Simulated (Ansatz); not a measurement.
The first iterations of a band of AlF2H4NO + H2O (12 atoms, charge 0, multiplicity 1).

Computed with RHF/6-31G* in Ansatz.

```
movable images  : 9
climbing image  : yes
spring          : 5.0 eV/Å²
optimiser       : quadratic models (default)
start path      : through a guess of the saddle point
force threshold : 0.05 eV/Å
iteration limit : 60
end points      : relaxed
```

Initial state:

```xyz
12
Properties=species:S:1:pos:R:3
Al 0.821 -0.878 0.682
O 1.366 -0.216 -0.820
F 0.716 -2.528 0.715
F 1.389 -0.164 2.059
H -1.226 0.489 0.098
N -1.098 -0.294 0.731
H 0.181 1.141 -1.445
O -0.621 1.663 -1.379
H 1.898 -0.736 -1.404
H -1.366 -0.008 1.657
H -1.715 -1.037 0.448
H -0.345 2.569 -1.343
```

Final state:

```xyz
12
Properties=species:S:1:pos:R:3
Al 0.635 -0.896 0.842
O 1.356 -0.041 -0.730
F 0.899 -2.450 0.340
F 1.563 -0.337 2.084
H -1.114 1.012 -0.616
N -1.096 -0.301 0.864
H 0.748 0.604 -1.142
O -0.714 1.470 -1.368
H 1.702 -0.633 -1.389
H -1.402 0.130 1.716
H -1.805 -0.957 0.593
H -0.772 2.400 -1.194
```

| iteration | highest image above the first end (eV) | largest band force component (eV/Å) |
| --- | --- | --- |
| 1 | 2.841 | 3.240 |
| 2 | 1.631 | 2.093 |
| 3 | 1.686 | 4.353 |
| 4 | 1.437 | 1.208 |

Question: Does the band converge within its limit, and where does its top end?

Answer: The run converged. It ended after 14 iterations with the highest image 1.385 eV above the first end. A vibrational analysis at the climbing image gives one clearly imaginary mode, 1405i cm⁻¹: a first-order saddle point. The orbitals stay closed-shell, which can raise the energy where a bond breaks towards radicals; this wasn't checked here.

The run took 2.8 min on 2 threads of Intel(R) Xeon(R) Platinum 8375C CPU @ 2.90GHz (Ice Lake), with other jobs on the host, peak memory 0.24 GiB.
